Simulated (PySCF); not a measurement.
ISn, charge +1, multiplicity 1. Atoms are numbered in the order given.

```xyz
2

Sn     0.0000     0.0000    -1.3462
I      0.0000     0.0000     1.2700
```
Charge +1, spin multiplicity 1.

Geometry: B3LYP-D3(BJ)/def2-TZVP. The spin state was assumed, not searched. The def2 effective core potentials stand for the cores of I, Sn; spin–orbit coupling is left out.

These are PBE/def2-TZVPD run with PySCF values and carry that method's errors.

Computed frontier levels, gap, dipole moment and polarisability:
```yaml
highest_occupied_level: -12.38 eV
lowest_empty_level: -9.35 eV
orbital_gap: 3.03 eV
dipole_moment_about_the_centre_of_nuclear_charge: 3.79 D
mean_static_polarisability: 64.6 bohr³ (9.58 Å³)
polarisability_principal_values: 47.5, 47.5, 98.9 bohr³
```
